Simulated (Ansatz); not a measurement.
`C[SiH2][TeH]` + `[CH3][GeH2][SeH]` → `[CH3][GeH2][Se]C` + `[SiH3][TeH]`  (substitution at a C–Si bond)

Program: Ansatz. Geometries: PBE0-D4/def2-TZVP. ΔE: electronic, gas phase. CCSD(T)/CBS adds triple-zeta CCSD(T) − MP2 to the extrapolated MP2 energy (def2 sets, frozen cores). Functionals use def2-TZVPP. B3LYP here is the variant with VWN-RPA as its local correlation; programs differ in this. HSE06 is defined as in plane-wave codes. Elements past krypton have def2 core potentials. For Ge, Se, Te outer-core shells are correlated without core-valence functions, which leaves a few kJ/mol of doubt a bond. Scalar relativity is left out up to krypton. One conformer a species, not always the lowest.

| level | ΔE (kJ/mol) | difference from CCSD(T)/CBS |
| --- | --- | --- |
| LDA (SPW92) | 58.2 | 5.0 |
| PBE-D4 | 52.1 | -1.1 |
| revPBE-D4 | 49.4 | -3.8 |
| BLYP-D4 | 48.5 | -4.7 |
| r2SCAN-D4 | 56.0 | 2.8 |
| B3LYP-D4 | 51.4 | -1.8 |
| r2SCAN0-D4 | 57.1 | 3.9 |
| HSE06-D4 | 54.4 | 1.2 |
| BHLYP-D4 | 53.4 | 0.2 |
| CAM-B3LYP-D4 | 54.6 | 1.4 |
| ωB97X-V | 52.8 | -0.4 |
| ωB97M-V | 55.6 | 2.4 |
| B2PLYP | 52.3 | -0.9 |
| PBE-QIDH | 54.9 | 1.7 |
| PBE | 52.8 | -0.4 |
| revPBE | 51.5 | -1.7 |
| BLYP | 50.2 | -3.0 |
| r2SCAN | 56.3 | 3.1 |
| PBE0 | 55.1 | 1.9 |
| B3LYP | 52.6 | -0.6 |
| r2SCANh | 56.8 | 3.6 |
| r2SCAN0 | 57.3 | 4.1 |
| HSE06 | 55.0 | 1.8 |
| BHLYP | 54.5 | 1.3 |
| CAM-B3LYP | 55.2 | 2.0 |
| LC-ωPBE | 57.8 | 4.6 |
| RPA@PBE/def2-TZVPP | 46.0 | -7.2 |
| HF/def2-SVP | 56.1 | 2.9 |
| MP2/def2-SVP | 55.6 | 2.4 |
| CCSD/def2-SVP | 55.1 | 1.9 |
| CCSD(T)/def2-SVP | 54.0 | 0.8 |
| HF/def2-TZVPP | 52.9 | -0.3 |
| SCS-MP2/def2-TZVPP | 49.0 | -4.2 |
| CCSD/def2-TZVPP | 52.0 | -1.2 |
| CCSD(T)/def2-TZVPP | 51.0 | -2.2 |
| MP2/def2-QZVPP | 52.9 | -0.3 |
| SCS-MP2/def2-QZVPP | 50.4 | -2.8 |
| HF/CBS(def2) | 53.3 | 0.1 |
| MP2/CBS(def2) | 53.7 | 0.5 |
| CCSD/CBS(def2) | 54.1 | 0.9 |
| CCSD(T)/CBS | 53.2 | 0 |

**Question.** What do rigid-rotor, harmonic-oscillator terms from PBE0-D4/def2-TZVP frequencies (298.15 K, 1 bar) make of the CCSD(T)/CBS value? (Best estimate.)

**Answer.** Ansatz gave: ΔZPE = +1.9 kJ/mol, ΔH = +55.2 kJ/mol, ΔS = 1 J/(mol·K), ΔG = +54.8 kJ/mol. Modes under 50 cm⁻¹ make the entropy rough.

Largest T1 diagnostic among the species: 0.011.

From BLYP to BHLYP (50 % exact exchange), in def2-TZVPP and without D4, ΔE moves by +4.3 kJ/mol. Leaving LDA and LC-ωPBE aside and taking each functional with its dispersion term where it has one, the values, not all of them listed here, spread over 8.9 kJ/mol, from BLYP-D4 to B97M-V. LDA lies +5.3 kJ/mol from PBE without D4.
